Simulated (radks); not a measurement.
Ar XIII, configuration 1s1 2s2 2p3 (not the ground configuration). Method: scalar-relativistic Kohn-Sham, PBE, spin-polarised, spherical densities, finite nucleus; open shells are filled with parallel spins first; Fermi nuclear charge, rms radius 3.4274 fm; computed with a radial shooting solver on a logarithmic mesh with Libxc functionals.

Normalised radial functions P(r) = r R(r), r in bohr:

| r | 2s down | 2p up |
|---|---|---|
| 0.008106 | 0.3382 | 0.0150 |
| 0.008995 | 0.3687 | 0.0182 |
| 0.009901 | 0.3986 | 0.0219 |
| 0.0109 | 0.4302 | 0.0262 |
| 0.012 | 0.4634 | 0.0313 |
| 0.01321 | 0.4979 | 0.0375 |
| 0.01454 | 0.5338 | 0.0448 |
| 0.016 | 0.5706 | 0.0535 |
| 0.01761 | 0.6081 | 0.0637 |
| 0.01954 | 0.6489 | 0.0770 |
| 0.02151 | 0.6862 | 0.0915 |
| 0.02368 | 0.7224 | 0.1086 |
| 0.02607 | 0.7567 | 0.1286 |
| 0.02869 | 0.7880 | 0.1520 |
| 0.03158 | 0.8154 | 0.1792 |
| 0.03477 | 0.8373 | 0.2109 |
| 0.03827 | 0.8524 | 0.2474 |
| 0.04246 | 0.8591 | 0.2931 |
| 0.04674 | 0.8544 | 0.3416 |
| 0.05145 | 0.8373 | 0.3967 |
| 0.05664 | 0.8059 | 0.4588 |
| 0.06234 | 0.7581 | 0.5283 |
| 0.06862 | 0.6922 | 0.6054 |
| 0.07554 | 0.6066 | 0.6900 |
| 0.08315 | 0.5000 | 0.7820 |
| 0.09226 | 0.3600 | 0.8890 |
| 0.1016 | 0.2085 | 0.9936 |
| 0.1118 | 0.0365 | 1.1021 |
| 0.1231 | -0.1536 | 1.2123 |
| 0.1355 | -0.3584 | 1.3216 |
| 0.1491 | -0.5731 | 1.4266 |
| 0.1641 | -0.7916 | 1.5235 |
| 0.1807 | -1.0069 | 1.6081 |
| 0.2005 | -1.2266 | 1.6804 |
| 0.2207 | -1.4065 | 1.7244 |
| 0.2429 | -1.5547 | 1.7424 |
| 0.2674 | -1.6626 | 1.7310 |
| 0.2943 | -1.7239 | 1.6881 |
| 0.324 | -1.7344 | 1.6134 |
| 0.3566 | -1.6931 | 1.5084 |
| 0.3925 | -1.6027 | 1.3766 |
| 0.4356 | -1.4568 | 1.2101 |
| 0.4794 | -1.2881 | 1.0424 |
| 0.5278 | -1.0990 | 0.8700 |
| 0.5809 | -0.9027 | 0.7013 |
| 0.6395 | -0.7115 | 0.5444 |
| 0.7039 | -0.5364 | 0.4054 |
| 0.7748 | -0.3850 | 0.2883 |
| 0.8529 | -0.2620 | 0.1949 |
| 0.9464 | -0.1615 | 0.1197 |
| 1.042 | -0.0967 | 0.0715 |
| 1.147 | -0.0539 | 0.0399 |
| 1.262 | -0.0278 | 0.0207 |

2s down: eigenvalue -702.40 eV, 1 radial node at r = 0.114 bohr, <r> = 0.372 bohr, 90 % of the charge inside 0.572 bohr. 2p up: eigenvalue -682.62 eV, 0 radial nodes, <r> = 0.315 bohr, 90 % of the charge inside 0.511 bohr.

Empty levels of this run are not shown, since the potential may be unsettled where no density lies.
